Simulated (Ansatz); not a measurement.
Total energies of Ge2H7N, SMILES `[GeH3][NH][GeH3]`.

Cartesian coordinates in Å:
```
Ge 0.695 1.200 -0.850
N -0.500 -0.159 -0.534
Ge -0.483 -1.210 0.972
H 0.409 2.466 -0.010
H 0.620 1.565 -2.342
H 2.083 0.655 -0.480
H -1.426 0.019 -0.898
H -1.035 -0.488 2.223
H 0.983 -1.594 1.221
H -1.345 -2.454 0.697
```

The species carries charge 0 and has multiplicity 1. Correlated methods include outer-core shells of Ge, which these sets cover unevenly. Scalar relativity is left out up to krypton. Geometry: relaxed with PBE0-D4/def2-TZVP. Basis def2-TZVPP, Ansatz 0.2.0.

RPA on PBE orbitals: Hartree–Fock energy of these orbitals -4209.21741 Eh, correlation -1.21867 Eh (frozen core).

```csv
functional,energy without D4 (Eh),D4 term (kJ/mol)
PBE,-4212.27378,-19.0
revPBE,-4212.64565,-53.6
BLYP,-4213.06398,-41.3
r2SCAN,-4212.93808,-4.5
B97M-V,-4212.21160,–
PBE0,-4212.39507,-16.1
r2SCAN0,-4212.89425,-5.4
BHLYP,-4212.91510,-25.2
ωB97M-V,-4212.71486,–
B2PLYP,-4212.20338,–
```

Problem. Give the same for LDA (SPW92), B3LYP, r2SCANh, HSE06 (plane-wave form), CAM-B3LYP, LC-ωPBE, ωB97X-V, PBE-QIDH. (An estimate is asked.)

Solution. Ansatz gave: 
```json
{"functional": "LDA (SPW92)", "energy without D4 (Eh)": "-4206.15966", "D4 term (kJ/mol)": "–"}
{"functional": "B3LYP", "energy without D4 (Eh)": "-4213.09132", "D4 term (kJ/mol)": "-30.8"}
{"functional": "r2SCANh", "energy without D4 (Eh)": "-4212.91987", "D4 term (kJ/mol)": "-4.9"}
{"functional": "HSE06 (plane-wave form)", "energy without D4 (Eh)": "-4212.39234", "D4 term (kJ/mol)": "-15.1"}
{"functional": "CAM-B3LYP", "energy without D4 (Eh)": "-4213.20608", "D4 term (kJ/mol)": "-16.5"}
{"functional": "LC-ωPBE", "energy without D4 (Eh)": "-4212.42031", "D4 term (kJ/mol)": "–"}
{"functional": "ωB97X-V", "energy without D4 (Eh)": "-4212.59546", "D4 term (kJ/mol)": "–"}
{"functional": "PBE-QIDH", "energy without D4 (Eh)": "-4211.73923", "D4 term (kJ/mol)": "–"}
```

B3LYP takes the VWN-RPA correlation (the form of Gaussian; ORCA's B3LYP/G). HSE06 is the plane-wave form, built on full-range PBE exchange. The double hybrids freeze the cores in their second-order part.

LC-ωPBE has ω = 0.4 bohr⁻¹.
